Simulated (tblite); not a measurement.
Compound: GaGeH₅O.
SMILES with atom numbers: `[GaH2:1][O:2][GeH3:3]` (hydrogens: H4, H5 on Ga1; H6, H7, H8 on Ge3)

Computed with GFN2-xTB (tblite), gas phase: L-BFGS steps from a force-field or distance-geometry start until the largest atomic force falls under 0.01 eV/Å.

Step 11: E = -265.5971 eV
```
atom  x, y, z in Å  |  force x, y, z in eV/Å
Ga1     1.7208   -0.2109   -0.0754   -0.019   0.042  -0.055
O2      0.1053   -0.8260   -0.4071    0.003   0.134   0.142
Ge3    -1.3661    0.0619    0.0095    0.041   0.078  -0.063
H4      1.8084    1.2974    0.3431    0.073  -0.127  -0.018
H5      2.9178   -1.1746   -0.2371   -0.084  -0.004  -0.011
H6     -2.3064   -0.0695   -1.1645    0.132  -0.017   0.069
H7     -1.9422   -0.5680    1.2536    0.054   0.018  -0.065
H8     -0.9285    1.4991    0.2534   -0.201  -0.123   0.000
```

Step 12: E = -265.6017 eV
```
atom  x, y, z in Å  |  force x, y, z in eV/Å
Ga1     1.7221   -0.2125   -0.0780    0.000   0.083  -0.030
O2      0.1056   -0.8262   -0.3981    0.023   0.154   0.109
Ge3    -1.3618    0.0698    0.0055   -0.064  -0.064   0.046
H4      1.8122    1.2998    0.3437    0.075  -0.169  -0.034
H5      2.9144   -1.1817   -0.2406   -0.079   0.003  -0.011
H6     -2.3012   -0.0745   -1.1664    0.128  -0.003   0.052
H7     -1.9375   -0.5710    1.2512    0.067   0.064  -0.123
H8     -0.9449    1.5056    0.2582   -0.150  -0.068  -0.010
```

**Question.** Estimate the geometry and energy of step 13. (The exact step hangs on the optimiser's Hessian estimate; all steps are aligned on step 12, rigid shifts and turns removed.)

**Answer.** E = -265.6071 eV, largest force 0.294 eV/Å
```
atom  x, y, z in Å  |  force x, y, z in eV/Å
Ga1     1.7241   -0.2139   -0.0790    0.035   0.111  -0.012
O2      0.1068   -0.8206   -0.3857    0.042   0.140   0.062
Ge3    -1.3580    0.0781    0.0018   -0.159  -0.197   0.150
H4      1.8172    1.2991    0.3426    0.083  -0.178  -0.038
H5      2.9085   -1.1904   -0.2460   -0.070   0.005  -0.010
H6     -2.2918   -0.0807   -1.1673    0.098   0.005   0.004
H7     -1.9307   -0.5735    1.2459    0.060   0.091  -0.143
H8     -0.9671    1.5111    0.2632   -0.090   0.022  -0.013
```

The energy changes by -0.0054 eV. The first-order estimate −F·Δx gives -0.0073 eV and the mean of the old and new forces, exact on a quadratic surface, -0.0054 eV. The step makes an angle of 59° with the force vector and moves no atom by more than 0.023 Å.

What follows is the cost of the whole relaxation. Time: 0.34 s. Hardware: one thread, Arm Neoverse N1 (aarch64), shared host.
